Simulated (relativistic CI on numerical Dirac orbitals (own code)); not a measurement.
## Tc²⁷⁺: computed level list

Calculated at this level of theory: Dirac-Coulomb-Breit CI, separate exchange-only KLI orbitals for each configuration, QED by a radiative potential, unscaled Slater integrals (own radial code, finite nucleus).

CI space (outside the closed core [Ne]): 3s2 3p4, 3s 3p5, 3s2 3p3 3d, 3p6, 3s 3p4 3d, 3p5 3d, 3s 3p3 3d2, 3s2 3p2 3d 4p, 3p5 4s, 3s2 3p3 4s, 3s 3p3 3d 4s, 3p5 4p, 3s2 3p3 4p, 3s2 3p3 4d, 3s 3p4 4s, 3p4 3d 4p, 3s2 3p3 4f, 3s 3p4 4p, 3s 3p4 4d, 3s 3p4 4f, 3s2 3p3 5s, 3s2 3p3 5p, 3s2 3p3 5d, 3s2 3p2 4s 4p, 3s2 3p3 5f, 3s2 3p3 5g, 3s 3p3 4s2, 3s 3p4 5s, 3s 3p4 5p, 3s2 3p2 3d2, 3s2 3p 3d3, 3s 3p2 3d3, 3s2 3p 3d2 4s, 3s2 3p 3d2 4p, 3s2 3p 3d2 4d, 3p4 3d2, 3p3 3d3, 3p3 3d2 4s, 3p3 3d2 4p, 3p3 3d2 4d, 3s2 3p2 3d 4s, 3s 3p2 3d2 4s, 3s2 3p 3d 4s2, 3s2 3p 3d 4s 4p, 3s2 3p 3d 4s 4d, 3p4 3d 4s, 3p3 3d 4s2, 3p3 3d 4s 4p, 3p3 3d 4s 4d, 3s2 3p2 4s2, 3s 3p2 3d 4s2, 3s2 3p 4s2 4p, 3s2 3p 4s2 4d, 3s2 3p2 4p2, 3s2 3p 3d 4p2, 3s 3p2 3d 4p2, 3s2 3p 4s 4p2, 3s2 3p 4p3, 3s2 3p 4p2 4d. Double excitations out of closed p, d and f shells are left out; levels of such configurations are missing from the list, as are those of other unlisted configurations, and high levels can miss mixing partners. These lack a partner that the ground configuration has and come out too high: 3s2 3p3 4f, 3s 3p4 4p, 3s 3p4 4d, 3s 3p4 4f, 3s2 3p3 5s.

The lowest level is 3s2 3p4 3P_2, with 76 % of that term; Hund's rules for 3s2 3p4 give 3P with J = 2, in agreement.

| No. | Configuration | Term | J | E (cm⁻¹) | % | Landé g | jj configuration (%) |
| --- | --- | --- | --- | --- | --- | --- | --- |
| 1 | 3s2 3p4 | 3P | 2 | 0 | 76 | 1.385 | 3p3/2^2 (96) |
| 2 | 3s2 3p4 | 3P | 0 | 71528 | 50 |  | 3p3/2^2 (94) |
| 3 | 3s2 3p4 | 3P | 1 | 197225 | 98 | 1.498 | 3p1/2 3p3/2^3 (98) |
| 4 | 3s2 3p4 | 1D | 2 | 242109 | 76 | 1.108 | 3p1/2 3p3/2^3 (96) |
| 5 | 3s2 3p4 | 1S | 0 | 474157 | 49 |  | 3p3/2^4 (94) |
| 6 | 3s 3p5 | 3P° | 2 | 808456 | 74 | 1.492 | 3s 3p3/2^3 (74) |
| 7 | 3s 3p5 | 3P° | 1 | 865336 | 38 | 1.323 | 3s 3p3/2^3 (44) |
| 8 | 3s2 3p3 3d | 3F° | 2 | 920064 | 30 | 1.076 | 3p3/2 3d3/2 (85) |
| 9 | 3s2 3p3 3d | 5D° | 0 | 927836 | 57 |  | 3p3/2 3d3/2 (74) |
| 10 | 3s2 3p3 3d | 5D° | 3 | 931845 | 42 | 1.286 | 3p3/2 3d3/2 (65) |
| 11 | 3s2 3p3 3d | 5D° | 1 | 969475 | 58 | 1.414 | 3p3/2 3d3/2 (40) |
| 12 | 3s2 3p3 3d | 5D° | 4 | 969859 | 56 | 1.365 | 3p3/2 3d5/2 (83) |
| 13 | 3s2 3p3 3d | 5D° | 2 | 1005884 | 44 | 1.310 | 3p3/2 3d5/2 (60) |
| 14 | 3s 3p5 | 3P° | 0 | 1017978 | 67 |  | 3s 3p1/2 3p3/2^4 (67) |
| 15 | 3s2 3p3 3d | 3G° | 3 | 1061351 | 35 | 1.083 | 3p3/2 3d5/2 (38) |
| 16 | 3s2 3p3 3d | 1P° | 1 | 1065235 | 36 | 1.118 | 3s 3p1/2 3p3/2^4 (41) |
| 17 | 3s2 3p3 3d | 3D° | 1 | 1087500 | 77 | 0.708 | 3p1/2 3p3/2^2 3d3/2 (43) |
| 18 | 3s2 3p3 3d | 3F° | 2 | 1095230 | 48 | 0.960 | 3p1/2 3p3/2^2 3d3/2 (88) |
| 19 | 3s2 3p3 3d | 1S° | 0 | 1103656 | 60 |  | 3p1/2 3p3/2^2 3d3/2 (63) |
| 20 | 3s2 3p3 3d | 3F° | 3 | 1115942 | 68 | 1.139 | 3p1/2 3p3/2^2 3d3/2 (70) |
| 21 | 3s2 3p3 3d | 3D° | 3 | 1135880 | 63 | 1.231 | 3p1/2 3p3/2^2 3d5/2 (79) |
| 22 | 3s2 3p3 3d | 3G° | 4 | 1148813 | 59 | 1.186 | 3p1/2 3p3/2^2 3d5/2 (61) |
| 23 | 3s2 3p3 3d | 3D° | 1 | 1154694 | 72 | 0.693 | 3p3/2 3d5/2 (32) |
| 24 | 3s2 3p3 3d | 3F° | 4 | 1168932 | 59 | 1.181 | 3p1/2 3p3/2^2 3d5/2 (48) |
| 25 | 3s2 3p3 3d | 1G° | 4 | 1194233 | 45 | 1.105 | 3p1/2 3p3/2^2 3d5/2 (70) |
| 26 | 3s2 3p3 3d | 3F° | 2 | 1208094 | 41 | 0.940 | 3p1/2 3p3/2^2 3d3/2 (78) |
| 27 | 3s2 3p3 3d | 3G° | 5 | 1209091 | 98 | 1.197 | 3p1/2 3p3/2^2 3d5/2 (98) |
| 28 | 3s2 3p3 3d | 3P° | 1 | 1252589 | 32 | 1.354 | 3p1/2 3p3/2^2 3d5/2 (43) |
| 29 | 3s2 3p3 3d | 3P° | 0 | 1262848 | 55 |  | 3p1/2 3p3/2^2 3d5/2 (55) |
| 30 | 3s2 3p3 3d | 3D° | 2 | 1277564 | 58 | 1.221 | 3p1/2 3p3/2^2 3d5/2 (87) |

Energies count from the lowest computed level; ° marks odd parity. Filled j subshells are mostly left out of the jj labels.

The mean weight of the leading LS term, summed over parents, in these 30 levels is 57 %, and that of the leading jj configuration (from the same eigenvectors) 69 %, so jj coupling describes them better and the LS labels are nominal.

At this charge energies of transitions that change n are usually good to better than 1 %, and those within a shell (Δn = 0) to a few per cent.

LS names give the leading component of a level, which can be under half, so a name can repeat, a term be missing and a line seem to break the LS rules.
